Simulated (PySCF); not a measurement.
**[Tl(OH)4]− at several levels of theory**

Computed with PySCF 2.14.0 (density fitting, no spin-orbit coupling) at the geometry relaxed with TPSS:

```xyz
9
[Tl(OH)4]− (singlet)
Tl    0.0000    0.0000    0.3386
O     2.1723   -0.3654    0.3361
H     2.4518    0.5725    0.3338
O     0.3654    2.1723    0.3361
H    -0.5725    2.4518    0.3338
O    -2.1723    0.3654    0.3361
H    -2.4518   -0.5725    0.3338
O    -0.3654   -2.1723    0.3361
H     0.5725   -2.4518    0.3338
```

```tsv
level	basis	state	HOMO (eV)	gap (eV)	charge on Tl1 (e)	dipole about the centre of mass (D)	largest force component (eV/Å)
TPSS	Tl def2-SVP with ECP60, O def2-SVP, H def2-SVP	singlet	-0.33	2.78	0.37	0.00	0.01
BLYP	the same	singlet	-0.13	2.60	0.28	0.00	0.25
PBE	the same	singlet	-0.28	2.66	0.29	0.00	0.08
M06-L	the same	singlet	-0.53	3.04	0.66	0.00	0.60
TPSS	Tl def2-TZVP with ECP60, O def2-TZVP, H def2-TZVP	singlet	-0.96	2.80	0.79	0.00	0.28
TPSS	Tl x2c-SVPall, O x2c-SVPall, H x2c-SVPall	singlet	-0.28	2.76	0.47	0.00	0.20
```

Charges are Mulliken's, which hang on the basis. The relaxation used the grid (50, 194), these runs (75, 302) or, all-electron (x2c bases, spin-free X2C Hamiltonian), (99, 590).

Q: What does TPSSh with Tl def2-SVP with ECP60, O def2-SVP, H def2-SVP give here?

A: state singlet, HOMO (eV) -0.88, gap (eV) 3.60, charge on Tl1 (e) 0.46, dipole about the centre of mass (D) 0.00, largest force component (eV/Å) 0.27. Time: 8.7 s on 2 threads of Arm Neoverse V1, with other jobs on the host, from an already converged density.

In the first row's basis the gap widens with exact exchange: 2.6 to 3.0 eV for BLYP, PBE, TPSS, M06-L (none); 3.6 eV for TPSSh (a fixed share).

No frequency check is given that shows the relaxed geometry to be a minimum.
